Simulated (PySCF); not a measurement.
PySCF input for Mg(OH)(SMe) (CH4MgOS), SMILES C[S][Mg][OH], PBE0-D3(BJ)/def2-SVP. 

```python
import numpy as np
from pyscf import gto, scf, dft
from pyscf.geomopt import geometric_solver

mol = gto.M(
    atom='''
    Mg   -0.34263582    0.12395020    1.23066655
    O    -1.47530617    1.35305893    0.91010201
    H    -2.14404687    2.00638172    1.07649269
    S     0.96949623   -0.89047526   -0.35848213
    C     0.32035632   -0.05808014   -1.83426082
    H    -0.72385040   -0.32509832   -1.98298428
    H     0.91860460   -0.41657813   -2.66869566
    H     0.42929413    1.01950572   -1.73234858
    ''',
    basis='def2-SVP',
    charge=0,
    spin=0,
    max_memory=1600,
    verbose=3,
)
mf = dft.RKS(mol, xc='pbe0').density_fit(auxbasis='def2-universal-jkfit')
mf.disp = 'd3bj'
mf.grids.level = 3
mf.conv_tol = 1e-9
mf.max_cycle = 100
mf.kernel()
grad = mf.nuc_grad_method()
grad.grid_response = mol.nao <= 150
conv, mol_eq = geometric_solver.kernel(grad, convergence_set='GAU_TIGHT', maxsteps=100)
print(mol_eq.tostring(format='xyz'))
mf.reset(mol_eq)
mf.kernel()
```

Log of the run:

```
[...]
   O  -1.997520   1.333496   1.655443   -0.000923 -0.000716 -0.000390
   H  -2.638087   1.764582   2.210352   -0.001249 -0.001104 -0.000454
   S   0.874664  -0.673202  -0.398431    0.000265  0.000356  0.000206
   C   0.635908  -0.095894  -2.121540    0.000531  0.000414  0.000193
   H  -0.357207  -0.355299  -2.514920    0.000712  0.000148 -0.000084
   H   1.387133  -0.609516  -2.737277    0.000839  0.000689  0.000343
   H   0.797603   0.986445  -2.225044    0.000233  0.000470  0.000314
converged SCF energy = -713.428833290814
--------------- DFRKS_Scanner gradients ---------------
         x                y                z
0 Mg     0.0000153042    -0.0000089263    -0.0000133454
1 O    -0.0000308452     0.0000192408     0.0000253526
2 H     0.0000133491    -0.0000070845    -0.0000101455
3 S     0.0000039140    -0.0000052712    -0.0000062203
4 C     0.0000003939    -0.0000053254     0.0000296578
5 H    -0.0000080697     0.0000004664    -0.0000088932
6 H     0.0000033335    -0.0000016146    -0.0000112180
7 H     0.0000026201     0.0000085148    -0.0000051880
----------------------------------------------
cycle 48: E = -713.428833291  dE = -8.33802e-09  norm(grad) = 6.45591e-05
Step   47 : Displace = 4.538e-05/9.071e-05 (rms/max) Trust = 3.000e-01 (=) Grad = 2.283e-05/4.432e-05 (rms/max) E (change) = -713.4288332908 (-8.338e-09) Quality = 1.941
Hessian Eigenvalues: 1.34979e-04 4.16136e-04 1.05238e-03 ... 3.52829e-01 4.19202e-01 6.51365e-01

Geometry optimization cycle 49
Cartesian coordinates (Angstrom)
 Atom        New coordinates             dX        dY        dZ
  Mg  -0.757176   0.460545   0.769671   -0.006594 -0.001509 -0.002236
   O  -2.011276   1.327181   1.647840   -0.013756 -0.006315 -0.007603
   H  -2.656704   1.754615   2.200054   -0.018617 -0.009967 -0.010298
   S   0.877797  -0.668267  -0.393371    0.003132  0.004935  0.005060
   C   0.644002  -0.092516  -2.117622    0.008094  0.003377  0.003918
   H  -0.346340  -0.356098  -2.515184    0.010868 -0.000799 -0.000265
   H   1.399904  -0.603228  -2.730037    0.012771  0.006288  0.007241
   H   0.801705   0.990433  -2.220861    0.004102  0.003989  0.004183
converged SCF energy = -713.428833398141
--------------- DFRKS_Scanner gradients ---------------
         x                y                z
0 Mg     0.0000228301    -0.0000097722    -0.0000183584
1 O     0.0000147935    -0.0000127603    -0.0000169405
2 H    -0.0000414863     0.0000280517     0.0000367294
3 S     0.0000039353    -0.0000028268    -0.0000202613
4 C     0.0000022131    -0.0000130370     0.0000533838
5 H    -0.0000023257     0.0000021614    -0.0000121988
6 H    -0.0000026064     0.0000031600    -0.0000127051
7 H     0.0000026463     0.0000050231    -0.0000096491
----------------------------------------------
cycle 49: E = -713.428833398  dE = -1.07327e-07  norm(grad) = 9.69566e-05
Step   48 : Displace = 3.648e-04/7.274e-04 (rms/max) Trust = 3.000e-01 (=) Grad = 3.428e-05/6.211e-05 (rms/max) E (change) = -713.4288333981 (-1.073e-07) Quality = 1.504
Hessian Eigenvalues: 7.04507e-05 3.64338e-04 1.05474e-03 ... 3.52710e-01 4.15969e-01 7.41414e-01

Geometry optimization cycle 50
Cartesian coordinates (Angstrom)
 Atom        New coordinates             dX        dY        dZ
  Mg  -0.765990   0.458302   0.766728   -0.008814 -0.002243 -0.002943
   O  -2.028832   1.319081   1.638071   -0.017556 -0.008100 -0.009769
   H  -2.680854   1.741634   2.186258   -0.024150 -0.012981 -0.013796
   S   0.881399  -0.662182  -0.386812    0.003602  0.006085  0.006559
   C   0.654523  -0.088046  -2.112527    0.010522  0.004470  0.005095
   H  -0.331767  -0.357778  -2.515980    0.014573 -0.001680 -0.000796
   H   1.417245  -0.594181  -2.720260    0.017340  0.009047  0.009777
   H   0.806188   0.995837  -2.214988    0.004483  0.005404  0.005873
converged SCF energy = -713.428833476848
--------------- DFRKS_Scanner gradients ---------------
         x                y                z
0 Mg     0.0000181526    -0.0000060637    -0.0000144242
1 O     0.0000106419    -0.0000086897    -0.0000128208
2 H    -0.0000328029     0.0000200487     0.0000282345
3 S     0.0000029553    -0.0000022222    -0.0000191835
4 C     0.0000031499    -0.0000123999     0.0000459992
5 H    -0.0000015010     0.0000011927    -0.0000102185
6 H    -0.0000033362     0.0000036130    -0.0000096322
7 H     0.0000027404     0.0000045211    -0.0000079545
----------------------------------------------
cycle 50: E = -713.428833477  dE = -7.87073e-08  norm(grad) = 7.86143e-05
Step   49 : Displace = 7.280e-04/1.301e-03 (rms/max) Trust = 3.000e-01 (=) Grad = 2.779e-05/4.775e-05 (rms/max) E (change) = -713.4288334768 (-7.871e-08) Quality = 1.270
Hessian Eigenvalues: 6.25203e-05 3.38956e-04 1.04446e-03 ... 3.52456e-01 4.14124e-01 7.07719e-01

Geometry optimization cycle 51
Cartesian coordinates (Angstrom)
 Atom        New coordinates             dX        dY        dZ
  Mg  -0.769458   0.458455   0.765514   -0.003468  0.000153 -0.001214
   O  -2.035149   1.318074   1.633798   -0.006317 -0.001006 -0.004273
   H  -2.689318   1.740011   2.179848   -0.008465 -0.001623 -0.006410
   S   0.882195  -0.660248  -0.383621    0.000796  0.001934  0.003191
   C   0.658364  -0.087683  -2.110289    0.003841  0.000363  0.002238
   H  -0.326344  -0.359857  -2.515956    0.005424 -0.002078  0.000025
   H   1.423721  -0.592553  -2.715754    0.006477  0.001629  0.004505
   H   0.807900   0.996465  -2.213049    0.001713  0.000628  0.001939
converged SCF energy = -713.428833498012
--------------- DFRKS_Scanner gradients ---------------
         x                y                z
0 Mg     0.0000111436    -0.0000043331    -0.0000095357
1 O    -0.0000023754     0.0000011891    -0.0000000461
2 H    -0.0000112857     0.0000062241     0.0000096377
3 S     0.0000016747    -0.0000022835    -0.0000091021
4 C     0.0000017759    -0.0000075782     0.0000270392
5 H    -0.0000025177     0.0000005712    -0.0000068402
6 H    -0.0000005917     0.0000012379    -0.0000065549
7 H     0.0000021764     0.0000049726    -0.0000045979
----------------------------------------------
cycle 51: E = -713.428833498  dE = -2.11638e-08  norm(grad) = 3.91332e-05
Step   50 : Displace = 4.508e-04/6.441e-04 (rms/max) Trust = 3.000e-01 (=) Grad = 1.384e-05/2.814e-05 (rms/max) E (change) = -713.4288334980 (-2.116e-08) Quality = 1.397
Hessian Eigenvalues: 6.46410e-05 2.81108e-04 1.01293e-03 ... 3.51698e-01 4.10176e-01 6.85617e-01

Geometry optimization cycle 52
Cartesian coordinates (Angstrom)
 Atom        New coordinates             dX        dY        dZ
  Mg  -0.770925   0.459263   0.764975   -0.001467  0.000808 -0.000539
   O  -2.037488   1.319138   1.631661   -0.002339  0.001064 -0.002137
   H  -2.692224   1.741711   2.176511   -0.002905  0.001700 -0.003336
   S   0.882153  -0.659680  -0.381844   -0.000042  0.000568  0.001778
   C   0.659804  -0.088496  -2.109190    0.001440 -0.000813  0.001099
   H  -0.324281  -0.361676  -2.515678    0.002063 -0.001819  0.000278
   H   1.426197  -0.593277  -2.713411    0.002475 -0.000724  0.002343
   H   0.808676   0.995681  -2.212535    0.000776 -0.000784  0.000515
converged SCF energy = -713.428833504843
--------------- DFRKS_Scanner gradients ---------------
         x                y                z
0 Mg     0.0000024470    -0.0000022388    -0.0000029464
1 O    -0.0000035925     0.0000030897     0.0000025096
2 H     0.0000001065    -0.0000003743     0.0000000536
3 S    -0.0000000228    -0.0000011534    -0.0000017144
4 C     0.0000015023    -0.0000012375     0.0000062957
5 H    -0.0000015235     0.0000006192    -0.0000021266
6 H    -0.0000000125     0.0000001640    -0.0000014821
7 H     0.0000010955     0.0000011310    -0.0000005894
----------------------------------------------
cycle 52: E = -713.428833505  dE = -6.83065e-09  norm(grad) = 1.04191e-05
Step   51 : Displace = 3.117e-04/4.194e-04 (rms/max) Trust = 3.000e-01 (=) Grad = 3.684e-06/6.590e-06 (rms/max) E (change) = -713.4288335048 (-6.831e-09) Quality = 1.187
Hessian Eigenvalues: 7.52628e-05 2.27967e-04 1.00286e-03 ... 3.51418e-01 4.07639e-01 6.91482e-01

Geometry optimization cycle 53
Cartesian coordinates (Angstrom)
 Atom        New coordinates             dX        dY        dZ
  Mg  -0.770543   0.459950   0.765076    0.000382  0.000687  0.000101
   O  -2.036548   1.320580   1.631805    0.000940  0.001442  0.000145
   H  -2.690921   1.743783   2.176599    0.001303  0.002072  0.000088
   S   0.881783  -0.660054  -0.381780   -0.000369 -0.000375  0.000064
   C   0.659272  -0.089363  -2.109276   -0.000532 -0.000867 -0.000086
   H  -0.325026  -0.362263  -2.515429   -0.000745 -0.000587  0.000249
   H   1.425311  -0.594683  -2.713493   -0.000885 -0.001406 -0.000082
   H   0.808583   0.994715  -2.213013   -0.000093 -0.000966 -0.000478
converged SCF energy = -713.428833505816
--------------- DFRKS_Scanner gradients ---------------
         x                y                z
0 Mg    -0.0000001445    -0.0000009699    -0.0000008067
1 O     0.0000006561     0.0000004698    -0.0000006154
2 H    -0.0000007680     0.0000004140     0.0000007767
3 S    -0.0000007255    -0.0000009319     0.0000005758
4 C     0.0000005981    -0.0000005620     0.0000013957
5 H    -0.0000009559     0.0000007363    -0.0000010347
6 H     0.0000003294    -0.0000003510    -0.0000005639
7 H     0.0000010103     0.0000011948     0.0000002724
----------------------------------------------
cycle 53: E = -713.428833506  dE = -9.735e-10  norm(grad) = 3.73541e-06
Step   52 : Displace = 4.919e-05/1.021e-04 (rms/max) Trust = 3.000e-01 (=) Grad = 1.321e-06/1.619e-06 (rms/max) E (change) = -713.4288335058 (-9.735e-10) Quality = 1.297
Hessian Eigenvalues: 7.18477e-05 2.48707e-04 9.98213e-04 ... 3.51309e-01 4.04469e-01 6.93004e-01

Geometry optimization cycle 54
Cartesian coordinates (Angstrom)
 Atom        New coordinates             dX        dY        dZ
  Mg  -0.770419   0.459992   0.765128    0.000124  0.000042  0.000052
   O  -2.036308   1.320707   1.631936    0.000240  0.000127  0.000131
   H  -2.690631   1.743951   2.176756    0.000290  0.000168  0.000157
   S   0.881737  -0.660125  -0.381862   -0.000046 -0.000071 -0.000082
   C   0.659135  -0.089428  -2.109345   -0.000137 -0.000065 -0.000069
   H  -0.325207  -0.362275  -2.515421   -0.000181 -0.000012  0.000008
   H   1.425104  -0.594797  -2.713609   -0.000207 -0.000113 -0.000117
   H   0.808501   0.994639  -2.213093   -0.000082 -0.000076 -0.000080
converged SCF energy = -713.428833506004
--------------- DFRKS_Scanner gradients ---------------
         x                y                z
0 Mg    -0.0000009220    -0.0000004666     0.0000003117
1 O     0.0000003440     0.0000007546    -0.0000003071
2 H     0.0000003178    -0.0000004904    -0.0000003322
3 S    -0.0000009043    -0.0000007487     0.0000002477
4 C     0.0000003655     0.0000005723    -0.0000008002
5 H    -0.0000000675     0.0000008749    -0.0000001816
6 H     0.0000000471    -0.0000002169     0.0000002208
7 H     0.0000008195    -0.0000002792     0.0000008409
----------------------------------------------
cycle 54: E = -713.428833506  dE = -1.87924e-10  norm(grad) = 2.70137e-06
Step   53 : Displace = 1.044e-05/1.743e-05 (rms/max) Trust = 3.000e-01 (=) Grad = 9.551e-07/1.207e-06 (rms/max) E (change) = -713.4288335060 (-1.879e-10) Quality = 2.274
Hessian Eigenvalues: 7.18477e-05 2.48707e-04 9.98213e-04 ... 3.51309e-01 4.04469e-01 6.93004e-01
Converged! =D

8
XYZ from PySCF
Mg         -0.77041902        0.45999182        0.76512814
O          -2.03630818        1.32070714        1.63193635
H          -2.69063077        1.74395130        2.17675627
S           0.88173725       -0.66012536       -0.38186204
C           0.65913487       -0.08942798       -2.10934528
H          -0.32520679       -0.36227489       -2.51542104
H           1.42510391       -0.59479675       -2.71360945
H           0.80850075        0.99463943       -2.21309317
converged SCF energy = -713.428833505848
```

The run converged.

Cost: about 2.7 core-minutes (a rough figure).
